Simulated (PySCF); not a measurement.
## Spin-rotation constants: `InChI=1S/C4H8NSi.Al.2H/c1-3-6-4-2-5-1;;;/h1,3H,2,4,6H2;;;/q-1;+1;;`

Geometry:
```json
{"atom": "Al1", "x (Å)": "2.607", "y (Å)": "-0.660", "z (Å)": "-1.075"}
{"atom": "N2", "x (Å)": "0.984", "y (Å)": "-0.338", "z (Å)": "-0.335"}
{"atom": "C3", "x (Å)": "0.122", "y (Å)": "-1.405", "z (Å)": "-0.215"}
{"atom": "C4", "x (Å)": "-1.190", "y (Å)": "-1.374", "z (Å)": "0.060"}
{"atom": "Si5", "x (Å)": "-2.120", "y (Å)": "0.238", "z (Å)": "0.080"}
{"atom": "C6", "x (Å)": "-0.777", "y (Å)": "1.410", "z (Å)": "-0.592"}
{"atom": "C7", "x (Å)": "0.542", "y (Å)": "0.995", "z (Å)": "0.047"}
{"atom": "H8", "x (Å)": "3.576", "y (Å)": "0.510", "z (Å)": "-1.319"}
{"atom": "H9", "x (Å)": "2.997", "y (Å)": "-2.099", "z (Å)": "-1.455"}
{"atom": "H10", "x (Å)": "0.645", "y (Å)": "-2.353", "z (Å)": "-0.385"}
{"atom": "H11", "x (Å)": "-1.707", "y (Å)": "-2.319", "z (Å)": "0.140"}
{"atom": "H12", "x (Å)": "-3.274", "y (Å)": "0.225", "z (Å)": "-0.828"}
{"atom": "H13", "x (Å)": "-2.543", "y (Å)": "0.683", "z (Å)": "1.418"}
{"atom": "H14", "x (Å)": "-0.691", "y (Å)": "1.327", "z (Å)": "-1.677"}
{"atom": "H15", "x (Å)": "-0.970", "y (Å)": "2.456", "z (Å)": "-0.361"}
{"atom": "H16", "x (Å)": "1.359", "y (Å)": "1.677", "z (Å)": "-0.241"}
{"atom": "H17", "x (Å)": "0.435", "y (Å)": "1.039", "z (Å)": "1.139"}
```

Theory: GIAO KT3/pcSseg-1 magnetisability, rotational g tensor and spin-rotation constants, non-relativistic, gas phase in PySCF. Geometry: GFN2-xTB.

Give the nuclear spin-rotation constants along the inertial axes (H = +C I·J) beside the isotropic shieldings.

Rotational constants 4.0306, 1.1453, 0.9397 GHz. A star marks the isotopologue with that one atom substituted, in its own axes.
| atom | isotope | Caa (kHz) | Cbb (kHz) | Ccc (kHz) | mean (kHz) | σ (ppm) |
| --- | --- | --- | --- | --- | --- | --- |
| Al1 | 27Al | 3.030 | 0.701 | 0.629 | 1.453 | 364.9 |
| N2 | 14N | 0.444 | 0.168 | 0.043 | 0.218 | 97.3 |
| H8 | 1H | -0.176 | -0.003 | -0.074 | -0.085 | 27.3 |
| H9 | 1H | -0.180 | -0.006 | -0.069 | -0.085 | 27.2 |
| H10 | 1H | -0.082 | 0.045 | -0.093 | -0.043 | 24.1 |
| H11 | 1H | -0.338 | 0.078 | -0.117 | -0.126 | 27.6 |
| H12 | 1H | -0.129 | -0.101 | -0.011 | -0.080 | 27.5 |
| H13 | 1H | -0.186 | -0.098 | 0.006 | -0.092 | 27.2 |
| H14 | 1H | -0.392 | -0.131 | 0.009 | -0.171 | 30.9 |
| H15 | 1H | -0.362 | 0.010 | -0.112 | -0.154 | 30.8 |
| H16 | 1H | -0.153 | 0.001 | -0.095 | -0.082 | 27.3 |
| H17 | 1H | -0.329 | -0.113 | 0.029 | -0.138 | 28.0 |
| C3 | 13C* | 1.397 | 0.564 | 0.170 | 0.710 | 38.8 |
| C4 | 13C* | 1.019 | 0.413 | 0.100 | 0.511 | 105.0 |
| Si5 | 29Si* | -2.322 | -0.589 | -0.487 | -1.133 | 430.7 |
| C6 | 13C* | 0.562 | 0.182 | 0.104 | 0.283 | 172.9 |
| C7 | 13C* | 0.844 | 0.212 | 0.169 | 0.408 | 136.1 |

For the geometry as given, no vibrational averaging.

How do the rotational constants and the g tensor change when H8, H9, H10, H11, H12, H13, H14, H15, H16, H17 are replaced by deuterium?

Constants 3.1537, 1.0136, 0.8226 GHz; g -0.0507, -0.0181, -0.0130, against -0.0648, -0.0204, -0.0149 before.
